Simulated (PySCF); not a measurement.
ketene (C2H2O), singlet, geometry from GFN2-xTB. Base run: PySCF with CASSCF(6,5)/6-31G*.

Here is a job for PySCF.
```python
from pyscf import gto, scf, mcscf
import numpy

mol = gto.Mole()
mol.atom = '''
    C    -0.01148162    0.02136311   -1.19190098
    C     0.00092956   -0.00172957    0.09649676
    H     0.00249612    0.94826436   -1.73006124
    H    -0.03614064   -0.88566416   -1.76255958
    O     0.01211961   -0.02255018    1.25813077
'''
mol.basis = '6-31g*'
mol.verbose = 3
mol.build()

mf = scf.RHF(mol)
mf.kernel()
mc = mcscf.CASSCF(mf, 5, 6)
mc.fix_spin_(ss=0.0)
mc.kernel()
occ = numpy.linalg.eigvalsh(mc.fcisolver.make_rdm1(mc.ci, mc.ncas, mc.nelecas))[::-1]
ss = mc.fcisolver.spin_square(mc.ci, mc.ncas, mc.nelecas)[0]
print('natural occupations', occ.round(4), ' <S^2>', round(ss, 4))
```

Each row names what was changed in the base input (with any setting that the change needs).

| change | ΔE vs base (kcal/mol) | natural occupations | <S^2> of the state |
|---|---|---|---|
| base | 0.000 | 1.99 1.97 1.95 0.05 0.05 | 0.00 |
| orbitals = fixed (CASCI); correction = SC-NEVPT2 | -223.0 | 1.99 1.98 1.96 0.05 0.02 | 0.00 |
| active space = 8 electrons, 9 orbitals | -27.05 | 1.98 1.98 1.95 1.95 0.06 0.05 0.02 0.01 0.01 | 0.00 |
| active space = 6 electrons, 6 orbitals | -9.57 | 1.98 1.95 1.95 0.07 0.05 0.01 | 0.00 |
| active space = 8 electrons, 7 orbitals | -14.91 | 1.98 1.98 1.96 1.94 0.06 0.06 0.02 | 0.00 |
| orbitals = fixed (CASCI) | 23.76 | 1.99 1.98 1.96 0.05 0.02 | 0.00 |
| active space = 4 electrons, 6 orbitals | -1.24 | 1.97 1.95 0.05 0.03 0.00 0.00 | 0.00 |
| active space = 6 electrons, 7 orbitals | -12.89 | 1.98 1.95 1.95 0.07 0.05 0.01 0.00 | 0.00 |
| state_average = 2 states | 8.39 | - | - |
| correction = SC-NEVPT2 | -217.8 | 1.99 1.97 1.95 0.05 0.05 | 0.00 |
| start = MP2 natural orbitals | 0.000 | 1.99 1.97 1.95 0.05 0.05 | 0.00 |

Active orbitals are taken around the Fermi level unless the row says otherwise; CASSCF can end in different local minima, and two programs can end on different orbitals. State-averaged rows give the lowest state.
